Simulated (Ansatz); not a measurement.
**Equilibrium of C3H7F + SnH3 ⇌ C3H7 + SnH3F at process temperatures**

Gas-phase species: C3H7F (2-fluoropropane) `CC(C)F`, singlet; SnH3 `[SnH3]`, doublet; C3H7 (methylethyl) `C[CH]C`, doublet; SnH3F `[F][SnH3]`, singlet. A radical takes F: the energy is the difference in strength between the C–F bond broken and the Sn–F bond made.

The electronic reaction energy at CCSD(T)/def2-TZVPP is +0.5 kJ/mol. Shapes: PBE0-D4/def2-TZVP. Programs: Ansatz 0.2.0. Enthalpy and entropy come from rigid-rotor, harmonic-oscillator sums on unscaled PBE0-D4/def2-TZVP wavenumbers, ideal gases at 1 bar. Symmetry numbers: C3H7F 1, SnH3 3, C3H7 1, SnH3F 3. R = 8.3145 J/(mol K).

| T (K) | ΔH (kJ/mol) | ΔS (J/(mol K)) |
| --- | --- | --- |
| 700 | -4.3 | +31.6 |
| 1000 | -3.2 | +32.8 |
| 1300 | ? | ? |

**Question.** Work out ln K at 700 and 1000 K, and from these estimate it at 1300 K.

**Answer.** 
1. 700 K: ΔG = -4.3 − 700 × (+31.6)/1000 = -26.4 kJ/mol; ln K = −ΔG/RT = +4.54.
2. 1000 K: ΔG = -3.2 − 1000 × (+32.8)/1000 = -36.0 kJ/mol; ln K = −ΔG/RT = +4.33.
3. Slope against 1000/T: (+4.33 − (+4.54))/(1.0000 − 1.4286) = +0.49, that is −ΔH/R with ΔH near -4 kJ/mol.
4. 1300 K: ln K = +4.54 + (+0.49) × (0.7692 − 1.4286) = +4.22.

The full sums give ΔH = -2.6 kJ/mol, ΔS = +33.4 J/(mol K), ΔG = -46.0 kJ/mol and ln K = +4.26 at 1300 K, so the line is off by -0.04 in ln K; without rounding the miss is -0.02, from the change of ΔH with temperature. The products are favoured over this whole range. An error of 10 kJ/mol in the energy moves ln K by 0.9 at 1300 K. Soft modes are treated as harmonic, which can err either way at these temperatures; the lowest are those of C3H7F (213 cm⁻¹), C3H7 (110 cm⁻¹). Other reactions of these species are left aside. Open shells run unrestricted. For atoms past krypton def2 sets carry core potentials with scalar relativity. Outer-core shells of Sn are correlated, in sets that cover them unevenly.
